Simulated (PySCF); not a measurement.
## Excited states of Be(2+) (beryllium, charge +2)

Ground state 1s2, ¹S. All numbers are calculated (PySCF 2.14, no relativity, point nucleus, in aug-cc-pCVTZ with one added diffuse shell each of s, p, d, f type (8s7p5d3f, 75 functions)). Vertical excitation energies in eV without spin-orbit coupling; excited terms of each kind are numbered among those the solver found. Frozen: nothing.

```json
{"term": "1 3S", "leading excitation": "1s → s", "EOM-EE-CCSD": "118.59"}
{"term": "1 1S", "leading excitation": "1s → s", "EOM-EE-CCSD": "121.60"}
{"term": "1 3P°", "leading excitation": "1s → p", "EOM-EE-CCSD": "122.01"}
{"term": "1 1P°", "leading excitation": "1s → p", "EOM-EE-CCSD": "123.72"}
{"term": "2 3S", "leading excitation": "1s → s", "EOM-EE-CCSD": "138.95"}
{"term": "2 1S", "leading excitation": "1s → s", "EOM-EE-CCSD": "139.76"}
{"term": "2 3P°", "leading excitation": "1s → p", "EOM-EE-CCSD": "139.89"}
{"term": "1 3D", "leading excitation": "1s → d", "EOM-EE-CCSD": "140.32"}
{"term": "1 1D", "leading excitation": "1s → d", "EOM-EE-CCSD": "140.32"}
{"term": "2 1P°", "leading excitation": "1s → p", "EOM-EE-CCSD": "140.40"}
{"term": "2 3D", "leading excitation": "1s → d", "EOM-EE-CCSD": "146.29"}
{"term": "2 1D", "leading excitation": "1s → d", "EOM-EE-CCSD": "146.29"}
{"term": "1 3F°", "leading excitation": "1s → f", "EOM-EE-CCSD": "146.48"}
{"term": "1 1F°", "leading excitation": "1s → f", "EOM-EE-CCSD": "146.49"}
```

Doubly excited terms such as np² are absent. The solver can miss terms. Rydberg members are limited by the diffuse functions of the basis.
